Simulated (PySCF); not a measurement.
Compound: C₇H₁₁PS.
Structure used (PBE0-D3(BJ)/def2-SVP), in Å, numbered top down from 1:
```
atom  x, y, z in Å
C1     2.6905    0.2700   -1.5010
C2     1.4928    0.4485   -1.5531
C3     0.0586    0.6441   -1.5530
P4    -0.7445    0.3447    0.0936
S5    -2.6808    0.5607    0.0109
C6     0.1256    1.4778    1.2052
C7    -0.5469    2.3380    1.9697
C8    -0.1633   -1.3157    0.5978
C9    -0.7326   -2.4345   -0.2582
H10    3.7529    0.1114   -1.4782
H11   -0.4498   -0.0288   -2.2628
H12   -0.2210    1.6731   -1.8308
H13    1.2204    1.4186    1.2169
H14   -1.6420    2.3717    1.9231
H15   -0.0323    3.0233    2.6499
H16   -0.4806   -1.4136    1.6487
H17    0.9392   -1.3006    0.5825
H18   -0.3452   -2.3948   -1.2879
H19   -0.4615   -3.4158    0.1583
H20   -1.8298   -2.3654   -0.3012
```

All values: PBE0/pcSseg-1 (PySCF, non-relativistic), on one gas-phase PBE0-D3(BJ)/def2-SVP geometry that isn't relaxed in the solvent. The solvent is an IEF-PCM continuum (Bondi radii, 1.10 Å for H, scaled by 1.2). Only the electrostatic response of the medium enters.

Gas phase at PBE0/pcSseg-1: HOMO -6.49 eV, LUMO -0.86 eV, dipole 4.07 D.

What does the continuum do to the energy, the frontier levels and the dipole at PBE0/pcSseg-1 in chloroform and dimethylsulfoxide?

```json
{"solvent": "chloroform", "ε": "4.711", "E(solvent) − E(gas) (kJ/mol)": "-26.10", "polarisation term (kJ/mol)": "-29.86", "distortion of the solute (kJ/mol)": "3.76", "HOMO (eV)": "-6.76", "LUMO (eV)": "-0.77", "dipole (D)": "5.28"}
{"solvent": "dimethylsulfoxide", "ε": "46.83", "E(solvent) − E(gas) (kJ/mol)": "-36.62", "polarisation term (kJ/mol)": "-44.36", "distortion of the solute (kJ/mol)": "7.74", "HOMO (eV)": "-6.89", "LUMO (eV)": "-0.75", "dipole (D)": "5.86"}
```

The polarisation term is half the interaction of the solute with the surface charges that it induces; the rest is the cost of distorting the solute's density. The sum is the electrostatic part of solvation alone. From chloroform to dimethylsulfoxide the lowering changes by a factor 1.40, Onsager's factor (ε − 1)/(2ε + 1) by 1.36 and ε itself by 9.9.

Which radius a makes the point-dipole formula ΔE = −[(ε − 1)/(2ε + 1)]·μ²/a³ give the value in dimethylsulfoxide, with the gas-phase dipole?

μ = 1.600 au and |ΔE| = 0.01395 Eh give a = 2.36 Å; the farthest nucleus lies 4.04 Å from the centroid of the nuclei, so such a sphere wouldn't even hold the nuclei. The formula assumes a rigid point dipole at the centre of a sphere.

Give the dipole vector in the frame of the coordinates (D, pointing from negative to positive charge), gas and dimethylsulfoxide.

Gas (3.97, -0.50, 0.71), solvent (5.75, -0.74, 0.84). Its length changes by +44 % and its direction by 2°.

Which ESP-fitted charges (PBE0/pcSseg-1) respond most in chloroform (means over atoms taken as equivalent)?

```tsv
atoms	environment	gas (e)	solvent (e)	change
S5	sulfur bonded to P	-0.342	-0.439	-0.097
P4	phosphorus bonded to 3 C and S	+0.205	+0.291	+0.086
C6	alkene CH carbon	-0.194	-0.229	-0.035
H13	vinylic hydrogen	+0.176	+0.197	+0.021
C2	alkyne carbon	+0.321	+0.302	-0.019
H10	alkyne hydrogen	+0.342	+0.360	+0.018
```

How do the nuclear quadrupole coupling constants eQVzz/h respond in chloroform?

```
  nucleus  Q (barn)  gas (MHz)  solvent (MHz)  η gas  η solvent
33S at S5  -0.06781     -37.00         -36.17   0.05       0.04
```
